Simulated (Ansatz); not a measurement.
`C/C=[CH]\[GaH][SH]` and `B/C=C/C` differ in one atom or group (the configuration at the double bond changes too).

Ansatz, PBE0-D4/def2-TZVP geometries, multiplicity 1. Each molecule was computed in one conformer, which needn't be the lowest.

Scalar relativity is left out up to krypton.

```json
{"property": "HOMO–LUMO gap (PBE0/def2-TZVPP) / eV", "`C/C=[CH]\\[GaH][SH]`": "5.97"}
{"property": "LUMO energy (PBE0/def2-TZVPP) / eV", "`C/C=[CH]\\[GaH][SH]`": "-1.43"}
{"property": "LUMO energy (B3LYP/def2-TZVPP) / eV", "`C/C=[CH]\\[GaH][SH]`": "-1.66"}
{"property": "HOMO energy (PBE/def2-TZVPP) / eV", "`C/C=[CH]\\[GaH][SH]`": "-6.26"}
{"property": "HOMO energy (PBE0/def2-TZVPP) / eV", "`C/C=[CH]\\[GaH][SH]`": "-7.40"}
{"property": "HOMO energy (ωB97M-V/def2-TZVPP) / eV", "`C/C=[CH]\\[GaH][SH]`": "-9.57"}
```

Task: What does the change do to each property? (An estimate is asked.)

Result: Computed: 
```csv
property,`B/C=C/C`,shift
HOMO–LUMO gap (PBE0/def2-TZVPP) / eV,6.20,0.23
LUMO energy (PBE0/def2-TZVPP) / eV,-1.78,-0.35
LUMO energy (B3LYP/def2-TZVPP) / eV,-1.98,-0.32
HOMO energy (PBE/def2-TZVPP) / eV,-6.97,-0.71
HOMO energy (PBE0/def2-TZVPP) / eV,-7.98,-0.58
HOMO energy (ωB97M-V/def2-TZVPP) / eV,-10.17,-0.60
```

With PBE0 the HOMO falls by 0.58 eV and the LUMO falls by 0.35 eV, so the gap widens by about 0.23 eV. PBE moves the HOMO by -0.71 eV and ωB97M-V by -0.60 eV.

B3LYP here is the variant with VWN-RPA as its local correlation; programs differ in this.
